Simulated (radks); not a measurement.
Values are calculated unless marked as measured or tabulated.
Problem. Ionisation of the technetium ion Tc34+, [He] 2s2 2p5, to Tc35+, [He] 2s2 2p4, under several functionals. Scalar-relativistic Kohn-Sham, spin-unpolarised, spherical densities, finite nucleus; a radial shooting solver on a logarithmic mesh with Libxc functionals. The NIST Atomic Spectra Database gives 4681 eV (semi-empirical). Rank these functionals by the error of their Delta-SCF ionisation energy: B86b exchange with PBE correlation; exchange-only r2SCAN; TASK exchange with Perdew-Wang LDA correlation; SCAN; RPBE; LDA (Slater exchange, VWN5 correlation); AM05; PW91; revPBE.

Solution. From best to worst: AM05 4726.6 eV (+45.6); LDA (Slater exchange, VWN5 correlation) 4726.9 eV (+45.9); RPBE 4729.5 eV (+48.5); revPBE 4729.5 eV (+48.5); B86b exchange with PBE correlation 4730.0 eV (+49.0); PW91 4730.5 eV (+49.5); exchange-only r2SCAN 4736.1 eV (+55.1); SCAN 4738.3 eV (+57.3); TASK exchange with Perdew-Wang LDA correlation 4740.7 eV (+59.7). Spin polarisation and multiplet splitting are left out, so open shells lie too high by an amount that depends on their filling.

Beside tabulated values, note that spin-unpolarised runs miss the spin-polarisation part of the exchange energy of open shells.
